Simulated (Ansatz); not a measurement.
Worked example: SiH4 + InH2(SH) → SiH3(SH) + InH3

Gas-phase species: SiH4 (silane) `[SiH4]`, singlet; InH2(SH), singlet; SiH3(SH), singlet; InH3 `[InH3]`, singlet. The partners trade H for SH: Si–H and In–SH bonds give way to Si–SH and In–H.

Shapes, held fixed at every level: PBE0-D4/def2-TZVP. Programs: Ansatz 0.2.0. The zero-point and thermal change to 298 K, harmonic and unscaled (PBE0-D4/def2-TZVP), is -4.0 kJ/mol.

At CCSD(T)/def2-TZVPP; 1 Eh = 2625.50 kJ/mol:

```
 species  energy (Eh)
    SiH4  -291.435642
InH2(SH)  -589.028882
SiH3(SH)  -689.205236
    InH3  -191.238851
```

Question: Work out ΔH(298 K) of the reaction at this level.

Answer: 
1. Products less reactants: (-689.205236) + (-191.238851) − [(-291.435642) + (-589.028882)] = 0.020437 Eh = +53.7 kJ/mol.
2. With the thermal change: +53.7 + (-4.0) = +49.7 kJ/mol.

Other levels give +45.3 (PBE0-D4/def2-TZVPP) to +55.5 kJ/mol (MP2/def2-SVP). No measured value is set beside it here. For atoms past krypton def2 sets carry core potentials with scalar relativity. Outer-core shells of In are correlated, in sets that cover them unevenly.
